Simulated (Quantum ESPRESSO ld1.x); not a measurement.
All-electron atom: Be2+ in [He]. Method: scalar-relativistic Kohn-Sham, revPBE, spin-unpolarised, spherical densities, point nucleus; computed with ld1.x of Quantum ESPRESSO 7.5.

Radial electron density D(r) = 4 pi r^2 rho(r):

| r (bohr) | D(r) (e/bohr) |
|---|---|
| 0.02286 | 0.1906 |
| 0.02537 | 0.2300 |
| 0.02792 | 0.2730 |
| 0.03098 | 0.3280 |
| 0.03411 | 0.3876 |
| 0.03784 | 0.4630 |
| 0.04166 | 0.5442 |
| 0.04622 | 0.6459 |
| 0.05129 | 0.7636 |
| 0.05646 | 0.8878 |
| 0.06264 | 1.040 |
| 0.06896 | 1.199 |
| 0.07651 | 1.390 |
| 0.08422 | 1.584 |
| 0.09345 | 1.813 |
| 0.1029 | 2.039 |
| 0.1141 | 2.297 |
| 0.1256 | 2.543 |
| 0.1394 | 2.812 |
| 0.1535 | 3.054 |
| 0.1703 | 3.300 |
| 0.1889 | 3.518 |
| 0.208 | 3.683 |
| 0.2308 | 3.810 |
| 0.254 | 3.869 |
| 0.2819 | 3.861 |
| 0.3103 | 3.782 |
| 0.3443 | 3.616 |
| 0.379 | 3.391 |
| 0.4205 | 3.079 |
| 0.4629 | 2.742 |
| 0.5136 | 2.341 |
| 0.5699 | 1.926 |
| 0.6273 | 1.553 |
| 0.6961 | 1.178 |
| 0.7662 | 0.8753 |
| 0.8502 | 0.6031 |
| 0.9359 | 0.4064 |
| 1.038 | 0.2493 |
| 1.143 | 0.1491 |
| 1.268 | 0.07926 |
| 1.396 | 0.04092 |
| 1.549 | 0.01821 |
| 1.705 | 0.007841 |
| 1.892 | 0.002809 |
| 2.1 | 0.0008832 |
| 2.311 | 0.0002673 |

D(r) has 1 maximum, at r = 0.264 bohr.
